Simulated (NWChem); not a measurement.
SrHSBr; SMILES [SH][Sr][Br]

```xyz
4

Sr    -0.5054     0.5694     0.0000
Br     0.2415    -2.1065     0.0000
S      0.7037     3.0266     0.0000
H     -0.5059     3.6636     0.0000
```
Atoms are numbered in this order, from 1.

Computed with NWChem. Structure relaxed at the PBE-D3(BJ)/def2-SVP level. def2 effective core potentials on Sr; no spin-orbit coupling. Ions are spin-unrestricted doublets at the neutral geometry; other ion states weren't tried. Functional: LC-ωPBE (HJS hole) with def2-SVP; the question gives the range parameter ω in 1/bohr.

Task: Estimate the computed values for range parameter (1/bohr) 0.80. Quantities: vertical ionisation energy, ΔSCF (eV); −ε(HOMO) (eV).

Result: vertical ionisation energy, ΔSCF (eV): 8.79
−ε(HOMO) (eV): 9.84
